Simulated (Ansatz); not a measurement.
Ansatz (a program for electronic structure) input (B3LYP-D3(BJ)/def2-TZVP):

Ansatz 0.2 input:
```yaml
crystal:
  periodic: [false, false, false]
  atoms:
    - {symbol: C, position_ang: [-1.34946547, 0.15891803, -0.04080783]}
    - {symbol: C, position_ang: [0.07612012, 0.29052063, 0.48851673]}
    - {symbol: C, position_ang: [1.10533664, -0.39711684, -0.40280016]}
    - {symbol: S, position_ang: [2.78032009, -0.22409582, 0.25352649]}
    - {symbol: H, position_ang: [-1.63289432, -0.89123239, -0.11218839]}
    - {symbol: H, position_ang: [-2.06063051, 0.66368243, 0.61537117]}
    - {symbol: H, position_ang: [-1.42726229, 0.59863004, -1.03516519]}
    - {symbol: H, position_ang: [0.34385663, 1.34760898, 0.57382344]}
    - {symbol: H, position_ang: [0.14114739, -0.14375417, 1.49021266]}
    - {symbol: H, position_ang: [1.06801667, 0.03822539, -1.41305541]}
    - {symbol: H, position_ang: [0.86176267, -1.46696366, -0.49012648]}
basis:
  gaussian:
    orbitals: def2-TZVP
hamiltonian:
  xc: b3lyp
  dispersion: d3bj
total_charge: -1
relax: {f_tol: 0.002, max_steps: 150}
```

Output:

```
Functional definition: B3LYP
integrals: 0.08 GiB planned
1119 factors; their error is unknown
mean field: 0.80 GiB planned
mean field evaluation 1: about -14059.1128 eV, gradient 4.2e1 eV
mean field evaluation 2: about -14056.6082 eV, gradient 5.2e1 eV
mean field evaluation 4: about -14063.4972 eV, gradient 2.9e0 eV
mean field evaluation 8: about -14063.5186 eV, gradient 4.8e-2 eV
mean field evaluation 16: about -14063.5123 eV, gradient 3.7e-5 eV
mean field -14063.51232864 eV, -516.8245454865 hartree, gradient 3.7e-5 eV, S^2 0.000000; 0 other end points of the search recorded, 0 dependent functions left out
the calculation of the forces begins
reference -14063.51260657 eV, -516.8245557002 hartree; 21, 21 occupied and 151, 151 virtual orbitals, 1119 factors
relax step   1: F+E_penalty+E_count = -14063.88369022 eV  Δ(F+E_penalty+E_count) = +0.000e0 eV  max|allowed force component| = 6.205e-1 eV/Å  Δτ_max = 0.0000 Å  (27 SCF iters, accepted)
these checks for a lower state are left out or cut short: starts, cluster_reference, orbital_swaps, neighbouring_geometries, increment
integrals: 0.08 GiB planned
1119 factors; their error is unknown
mean field: 0.80 GiB planned
mean field -14063.54252233 eV, -516.8256550842 hartree, gradient 1.4e-5 eV, S^2 0.000000; 0 other end points of the search recorded, 0 dependent functions left out
the calculation of the forces begins
reference -14063.54280074 eV, -516.8256653155 hartree; 21, 21 occupied and 151, 151 virtual orbitals, 1119 factors
relax step   2: F+E_penalty+E_count = -14063.91008863 eV  Δ(F+E_penalty+E_count) = -2.640e-2 eV  max|allowed force component| = 1.957e-1 eV/Å  Δτ_max = 0.0683 Å  (30 SCF iters, accepted)
these checks for a lower state are left out or cut short: starts, cluster_reference, orbital_swaps, neighbouring_geometries, increment
integrals: 0.08 GiB planned
1119 factors; their error is unknown
mean field: 0.80 GiB planned
mean field -14063.54475314 eV, -516.8257370650 hartree, gradient 1.3e-5 eV, S^2 0.000000; 0 other end points of the search recorded, 0 dependent functions left out
the calculation of the forces begins
reference -14063.54503168 eV, -516.8257473011 hartree; 21, 21 occupied and 151, 151 virtual orbitals, 1119 factors
relax step   3: F+E_penalty+E_count = -14063.91293752 eV  Δ(F+E_penalty+E_count) = -2.849e-3 eV  max|allowed force component| = 5.170e-2 eV/Å  Δτ_max = 0.0097 Å  (31 SCF iters, accepted)
these checks for a lower state are left out or cut short: starts, cluster_reference, orbital_swaps, neighbouring_geometries, increment
integrals: 0.08 GiB planned
1119 factors; their error is unknown
mean field: 0.80 GiB planned
mean field evaluation 32: about -14063.5488 eV, gradient 5.2e-1 eV
mean field -14063.54493571 eV, -516.8257437743 hartree, gradient 1.3e-5 eV, S^2 0.000000; 0 other end points of the search recorded, 0 dependent functions left out
the calculation of the forces begins
reference -14063.54521436 eV, -516.8257540144 hartree; 21, 21 occupied and 151, 151 virtual orbitals, 1119 factors
relax step   4: F+E_penalty+E_count = -14063.91309697 eV  Δ(F+E_penalty+E_count) = -1.594e-4 eV  max|allowed force component| = 1.716e-2 eV/Å  Δτ_max = 0.0021 Å  (32 SCF iters, accepted)
these checks for a lower state are left out or cut short: starts, cluster_reference, orbital_swaps, neighbouring_geometries, increment
integrals: 0.08 GiB planned
1119 factors; their error is unknown
mean field: 0.80 GiB planned
mean field -14063.54502946 eV, -516.8257472194 hartree, gradient 1.3e-5 eV, S^2 0.000000; 0 other end points of the search recorded, 0 dependent functions left out
the calculation of the forces begins
reference -14063.54530819 eV, -516.8257574626 hartree; 21, 21 occupied and 151, 151 virtual orbitals, 1119 factors
relax step   5: F+E_penalty+E_count = -14063.91311787 eV  Δ(F+E_penalty+E_count) = -2.090e-5 eV  max|allowed force component| = 1.115e-3 eV/Å  Δτ_max = 0.0013 Å  (32 SCF iters, accepted)
integrals: 0.08 GiB planned
1119 factors; their error is unknown
mean field: 0.80 GiB planned
mean field evaluation 64: about -14063.5450 eV, gradient 1.8e-3 eV
mean field -14063.54502946 eV, -516.8257472194 hartree, gradient 1.3e-5 eV, S^2 0.000000; 1 other end points of the search recorded, 0 dependent functions left out
the calculation of the forces begins
reference -14063.54530819 eV, -516.8257574626 hartree; 21, 21 occupied and 151, 151 virtual orbitals, 1119 factors
Total energy: -14063.91339660 eV, -516.8392844622 hartree
Atom 0 at    -1.353727     0.158580    -0.043093 Å, force     0.000455    -0.000013    -0.000017 eV/Å
Atom 1 at     0.077582     0.290775     0.488770 Å, force    -0.000001    -0.000600    -0.001024 eV/Å
Atom 2 at     1.128501    -0.392655    -0.389196 Å, force     0.000159     0.000258     0.000523 eV/Å
Atom 3 at     2.836862    -0.239748     0.239173 Å, force    -0.000573    -0.000011    -0.000273 eV/Å
Atom 4 at    -1.646558    -0.893333    -0.124343 Å, force     0.000299    -0.000071    -0.000175 eV/Å
Atom 5 at    -2.084009     0.657071     0.604148 Å, force    -0.001115     0.000337     0.000471 eV/Å
Atom 6 at    -1.443041     0.596918    -1.042473 Å, force     0.000318    -0.000022     0.000004 eV/Å
Atom 7 at     0.347944     1.346768     0.586457 Å, force     0.000315     0.000275     0.000040 eV/Å
Atom 8 at     0.146478    -0.131590     1.496049 Å, force     0.000162    -0.000095     0.000346 eV/Å
Atom 9 at     1.049637     0.033591    -1.400781 Å, force    -0.000033     0.000057    -0.000032 eV/Å
Atom 10 at     0.846638    -1.451955    -0.487405 Å, force     0.000014    -0.000115     0.000137 eV/Å
Dipole moment:    -1.422494     0.112508    -0.132948 e Å
```

It need not be the lowest isomer of its formula. Whether it binds its extra electron was not tested at this geometry.
